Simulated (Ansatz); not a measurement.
`CS[Si](F)(F)Cl` and `F[Si](F)(Cl)Br` differ in one atom or group.

Ansatz, PBE0-D4/def2-TZVP geometries, multiplicity 1. Each molecule was computed in one conformer, which needn't be the lowest.

Scalar relativity is left out up to krypton.

```json
{"property": "zero-point energy (PBE0-D4/def2-TZVP) / kJ/mol", "`CS[Si](F)(F)Cl`": "125.5"}
{"property": "LUMO energy (B3LYP/def2-TZVPP) / eV", "`CS[Si](F)(F)Cl`": "-0.43"}
{"property": "size of the dipole moment (PBE/def2-TZVPP) / D", "`CS[Si](F)(F)Cl`": "2.02"}
{"property": "ideal-gas entropy at 298 K and 1 bar (rigid rotor, harmonic PBE0-D4/def2-TZVP) / J/(mol·K)", "`CS[Si](F)(F)Cl`": "382"}
{"property": "HOMO–LUMO gap (PBE0/def2-TZVPP) / eV", "`CS[Si](F)(F)Cl`": "7.58"}
{"property": "HOMO energy (PBE0/def2-TZVPP) / eV", "`CS[Si](F)(F)Cl`": "-7.77"}
```

Task: Give the same properties after the change, and the shifts. (Best estimate.)

Result: Computed: 
| property | `F[Si](F)(Cl)Br` | shift |
| --- | --- | --- |
| zero-point energy (PBE0-D4/def2-TZVP) / kJ/mol | 24.8 | -100.7 |
| LUMO energy (B3LYP/def2-TZVPP) / eV | -0.61 | -0.18 |
| size of the dipole moment (PBE/def2-TZVPP) / D | 0.71 | -1.31 |
| ideal-gas entropy at 298 K and 1 bar (rigid rotor, harmonic PBE0-D4/def2-TZVP) / J/(mol·K) | 341 | -41 |
| HOMO–LUMO gap (PBE0/def2-TZVPP) / eV | 9.00 | 1.42 |
| HOMO energy (PBE0/def2-TZVPP) / eV | -9.33 | -1.56 |

With PBE0 the HOMO falls by 1.56 eV and the LUMO falls by 0.14 eV, so the gap widens by about 1.42 eV. PBE moves the HOMO by -1.48 eV and ωB97M-V by -1.57 eV. The zero-point energy changes by -100.7 kJ/mol with -12 modes. Dipoles are sizes alone; their direction can turn. Modes under 60 cm⁻¹, often nearly free rotors, make the harmonic entropy too high.

B3LYP here is the variant with VWN-RPA as its local correlation; programs differ in this.

Spin–orbit coupling is left out; it splits and shifts lone-pair levels of the heavy atoms by tenths of an eV.
